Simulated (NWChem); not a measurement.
# BNH$_{3}$ cation

```xyz
5

B      0.0000     0.0000    -0.7758
N      0.0000     0.0000     0.5444
H      0.0000     0.0000    -1.9486
H      0.0000     0.8564     1.1079
H      0.0000    -0.8564     1.1079
```
Atoms are numbered in this order, from 1.

Coordinates come from a B3LYP/6-31G* (spherical d) optimisation.

Give the principal values of the shielding tensors (ppm) of B1, N2 from LDA (Slater exchange, VWN5)/pcSseg-1, GIAO (NWChem), with their diamagnetic and paramagnetic parts as GIAO splits them.


```tsv
atom	σ11	σ22	σ33	isotropic	diamagnetic	paramagnetic
B1	-42.7	-6.6	149.2	33.3	200.0	-166.7
N2	24.4	175.0	285.5	161.6	321.6	-160.0
```
